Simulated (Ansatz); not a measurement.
`[NH2][Y]([NH2])[O][SiH3]` → `[NH2][Y]([NH2])[OH]` + `[SiH2]`  (silylene loss)

Program: Ansatz. Geometries: PBE0-D4/def2-TZVP. ΔE: electronic, gas phase. CBS: MP2 limit from def2 TZ/QZ plus the TZ coupled-cluster correction, frozen cores. This one scheme is used for every species. DFT in def2-TZVPP. B3LYP here is the variant with VWN-RPA as its local correlation; programs differ in this. HSE06 is defined as in plane-wave codes. def2 core potentials past Kr. For Y outer-core shells are correlated without core-valence functions, which leaves a few kJ/mol of doubt a bond. Each species was taken in one conformer, which may not be the lowest.

`[NH2][Y]([NH2])[O][SiH3]`:

```xyz
12

N     1.706    1.498    1.477
Y    -0.052    0.670    0.568
N    -1.953    1.529    1.071
O     0.080   -0.910   -0.760
Si    0.175   -2.145   -1.804
H     2.666    1.205    1.341
H     1.740    2.269    2.134
H    -2.119    2.302    1.706
H    -2.864    1.251    0.727
H    -1.166   -2.749   -2.055
H     1.065   -3.224   -1.286
H     0.722   -1.697   -3.118
```

`[NH2][Y]([NH2])[OH]`:

Cartesian coordinates in Å:
```
N 0.643 1.879 -0.286
Y -0.210 -0.027 0.250
N 0.363 -1.750 -0.913
O -1.510 -0.194 1.797
H 0.479 2.775 0.156
H 1.298 2.057 -1.039
H 1.003 -1.762 -1.698
H 0.055 -2.707 -0.790
H -2.120 -0.271 2.524
```

`[SiH2]`:

Z-matrix (Å, degrees):
```
Si
H 1 1.525
H 1 1.525 2 91.2
```

```csv
level,ΔE (kJ/mol),difference from CCSD(T)/CBS
LDA (SPW92),364.6,14.4
revPBE-D4,334.0,-16.2
HSE06-D4,353.3,3.1
ωB97X-V,358.0,7.8
PBE-QIDH,366.1,15.9
PBE0,348.3,-1.9
B3LYP,335.9,-14.3
MP2/def2-QZVPP,369.3,19.1
HF/CBS(def2),354.7,4.5
MP2/CBS(def2),370.4,20.2
CCSD(T)/CBS,350.2,0
```

Largest T1 diagnostic among the species: 0.014.

At CCSD(T), def2-SVP lies −19.3 kJ/mol from the extrapolated value and def2-TZVPP −5.0 kJ/mol. Leaving LDA and LC-ωPBE aside and taking each functional with its dispersion term where it has one, the values, not all of them listed here, spread over 41.1 kJ/mol, from BLYP-D4 to r2SCAN0-D4. LDA lies +30.5 kJ/mol from PBE without D4.

CCSD(T)/CBS has its own doubt, a few kJ/mol and more with outer-core shells, so smaller differences from it don't rank the levels.
